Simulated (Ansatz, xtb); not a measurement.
**BGeH7SSi: which of two structures lies lower**

Structure a is `B[SiH2][GeH2][SH]`, a singlet and structure b is a singlet given by its coordinates. Both are isolated molecules in the gas phase, relaxed with B3LYP/def2-SVP; the shapes shown needn't be the lowest conformers.

a (Å):

```xyz
11

B    -0.8788   -0.9400   -1.3642
Ge    1.5659    1.3785   -0.2957
S     2.1909    2.6660    1.4570
Si   -0.4598    0.1591    0.2542
H    -1.5206   -0.4794   -2.2755
H    -0.4187   -2.0469   -1.4970
H    -0.1479   -0.6181    1.4899
H    -1.4776    1.2043    0.5800
H     1.3943    2.2544   -1.5602
H     2.7745    0.4418   -0.5050
H     1.0314    3.3629    1.5065
```

b (Å):

```json
{"atom": "B", "x (Å)": "1.3546", "y (Å)": "0.4543", "z (Å)": "1.4954"}
{"atom": "Ge", "x (Å)": "-0.0508", "y (Å)": "1.2425", "z (Å)": "0.1891"}
{"atom": "S", "x (Å)": "0.5310", "y (Å)": "-1.1269", "z (Å)": "0.5918"}
{"atom": "Si", "x (Å)": "0.1403", "y (Å)": "1.4104", "z (Å)": "-2.2086"}
{"atom": "H", "x (Å)": "2.4848", "y (Å)": "0.5674", "z (Å)": "1.0947"}
{"atom": "H", "x (Å)": "1.0886", "y (Å)": "0.5242", "z (Å)": "2.6668"}
{"atom": "H", "x (Å)": "-1.5605", "y (Å)": "1.2194", "z (Å)": "0.5696"}
{"atom": "H", "x (Å)": "-0.0247", "y (Å)": "2.8431", "z (Å)": "-2.5968"}
{"atom": "H", "x (Å)": "-0.9029", "y (Å)": "0.6029", "z (Å)": "-2.9045"}
{"atom": "H", "x (Å)": "1.4949", "y (Å)": "0.9481", "z (Å)": "-2.6261"}
{"atom": "H", "x (Å)": "-0.5120", "y (Å)": "-1.3388", "z (Å)": "1.4289"}
```

Close contacts (Å): B1–Ge2 2.07, B1–S3 2.00, Ge2–S3 2.47, Ge2–Si4 2.41, B1–H5 1.20, B1–H6 1.20, Ge2–H7 1.56, S3–H11 1.35, Si4–H8 1.49, Si4–H9 1.49, Si4–H10 1.49.

**Question.** Estimate which is lower in electronic energy at CCSD(T)/def2-SVP + ΔMP2/def2-TZVPP, and by roughly how much.

**Answer.** The CCSD(T)/def2-SVP + ΔMP2/def2-TZVPP calculation puts structure b lower, by 12.8 kcal/mol.

How the difference moves with the method:

| level | geometry | E(b) − E(a) (kcal/mol) | departure from the last row (kcal/mol) | job, with rough time for the two |
| --- | --- | --- | --- | --- |
| B3LYP/def2-SVP | B3LYP/def2-SVP | −11.7 | +1.2 | optimisation, 3.3 min |
| HF/def2-SVP | B3LYP/def2-SVP | +0.5 | +13.3 | part of the CCSD(T) run |
| MP2/def2-SVP | B3LYP/def2-SVP | −14.0 | −1.2 | part of the CCSD(T) run |
| CCSD(T)/def2-SVP | B3LYP/def2-SVP | −12.6 | +0.2 | single point |
| CCSD(T)/def2-SVP + ΔMP2/def2-TZVPP | B3LYP/def2-SVP | −12.8 |  | single point, 96 s |

HF/def2-SVP finds them nearly level. The largest departure from CCSD(T)/def2-SVP + ΔMP2/def2-TZVPP is that of HF/def2-SVP, 13.3 kcal/mol. Levels run at GFN2-xTB geometries aren't shown. The last row adds to CCSD(T) the change of the MP2 difference between the two basis sets, here −0.2 kcal/mol.

With thermal terms from frequencies at re-optimised GFN2-xTB minima (ideal gas, soft modes damped towards free rotors, one conformer each, 298.15 K, 1 atm): on the last row, ΔE + ΔZPE = −11.2, ΔH = −11.8, ΔG = −10.3 kcal/mol.

The correlated steps freeze 20 core orbitals; the filled d shell of Ge is correlated, in a basis made for valence electrons. Programs: Ansatz 0.2.0, xtb 6.7.1; the last row on 2 threads of AMD EPYC (Zen 3) on a shared host.
